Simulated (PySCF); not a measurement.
Level of theory: PBE0 in PySCF with Re def2-SVPD with ECP60, O def2-SVPD; scalar-relativistic core potentials, no spin–orbit coupling; density-fitted integrals. Open shells, if any, are unrestricted.

Q: What spin state, shape and geometry does isolated ReO₂⁻ take (every ligand bound to Re)?

A: Formally Re is in oxidation state +3, d4, with 2 unpaired electrons (the high-spin count would be 4). The Mulliken spin on Re is 1.96. The polar-tensor charge on Re, 0.63, is far below the formal one. The lowest minimum found is a triplet of C2v symmetry with Re–O 1.732 Å (×2); O–Re–O 133.4°. Its harmonic wavenumbers are 233 (a1), 908 (b2), 982 (a1) cm⁻¹ and its dipole moment is 1.47 D about the centre of mass.

Only a few start shapes were tried, so a lower isomer may exist. Other spin states or occupations of the open shell can lie lower. The lowest empty level of this anion is unbound, so it and the gap depend on the basis. Spin–orbit coupling, left out here, can matter for elements this heavy.
